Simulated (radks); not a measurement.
Q: Spherical quantum dot in the effective-mass picture: electrons in a hard-walled sphere of unknown radius, all in effective atomic units (hartree* = m*/eps^2 hartree, bohr* = eps/m* bohr), one dielectric constant everywhere. Method: non-relativistic Kohn-Sham, PBE, spin-polarised, spherical densities; computed with a radial shooting solver with Libxc functionals. Levels are named by radial order and angular momentum (1s, 1p, 1d, 2s, ...), and open shells are averaged over m. Each electron was tried in the lowest free levels, single moves between levels near the top were tried too, and the lowest total energy was kept; such a search can miss a lower state. The values of mu = E(N) - E(N-1) (hartree*) for N = 2 to 12 are 3.3719, 6.4079, 7.2663, 8.1555, 9.3353, 10.177, 11.048, 14.557, 15.394, 16.237, 17.085. Estimate radius.

A: radius = 1.49 (effective atomic units). The first electron has mu near pi^2/(2 R^2) without a central charge, and the charging energy goes as 1/R.
